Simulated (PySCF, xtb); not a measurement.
CH2BF3, SMILES BC(F)(F)F.

Coordinates come from a B3LYP-D3(BJ)/def2-SVP optimisation.

These are IEF-PCM-PBE0/def2-SVP in PySCF 2.14.0 values and carry that method's errors.

The values are the electrostatic part of the solvation free energy, E(continuum) − E(gas) at the gas-phase geometry, in a cavity of scaled van der Waals radii (PySCF's table); cavitation and dispersion terms are not included. In vacuum the orbital gap is 7.36 eV. The dipole moment in vacuum is 1.73 D.

Computed values in water (ε = 78.36), dichloromethane (ε = 8.93), dimethylsulfoxide (ε = 46.83):
```
solvent                ε  ΔG(elec) (kcal/mol)  dipole (D)  gap (eV)
-----------------  -----  -------------------  ----------  --------
water              78.36                 -1.8        1.98      7.59
dichloromethane     8.93                 -1.6        1.94      7.56
dimethylsulfoxide  46.83                 -1.8        1.97      7.59
```

For comparison, GFN2-xTB/ALPB(water) (xtb, at the GFN2-xTB geometry, all terms of that model) gives -2.3 kcal/mol.
